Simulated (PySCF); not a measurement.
## How methods differ on the ionisation energy of Eu⁵⁴⁺

Eu⁵⁴⁺ [He] 2s2 2p5 (2P) → Eu⁵⁵⁺ [He] 2s2 2p4 (3P), as a difference of total energies. Computed with PySCF 2.14 in an uncontracted even-tempered set (19 s from 30 bohr⁻², ratio 2.2; 13 p from 39 bohr⁻², ratio 2.2; 5 d from 160 bohr⁻², ratio 2.4; 5 f from 230 bohr⁻², ratio 2.4; 4 g from 350 bohr⁻², ratio 2.4), with the spin-free X2C one-electron Hamiltonian (Gaussian nucleus). Correlated levels: nothing frozen; virtual orbitals above 40 to 60 times the deepest correlated orbital energy dropped. The calculations carry no spin-orbit coupling.

```json
{"method": "UHF", "ionisation energy (eV)": "11371.7"}
{"method": "LDA", "ionisation energy (eV)": "11367.0"}
{"method": "PBE", "ionisation energy (eV)": "11370.9"}
{"method": "PBE0", "ionisation energy (eV)": "11371.5"}
{"method": "r2SCAN", "ionisation energy (eV)": "11375.7"}
{"method": "M06", "ionisation energy (eV)": "11375.2"}
{"method": "PW91", "ionisation energy (eV)": "11372.5"}
{"method": "MP2 (all electrons)", "ionisation energy (eV)": "11373.5"}
{"method": "SCS-MP2 (all electrons)", "ionisation energy (eV)": "11373.5"}
```

Spin-orbit coupling is strong in these open shells (close to jj coupling). The scalar numbers leave it out and a first-order estimate fails, so it can dominate the gap to the real levels.

For this ion Breit and QED terms and the two-electron picture change, all absent here, outweigh the differences among the correlated methods.

For comparison: 11153 ± 5 eV (theoretical estimate listed by NIST; NIST Atomic Spectra Database, ionization energies).
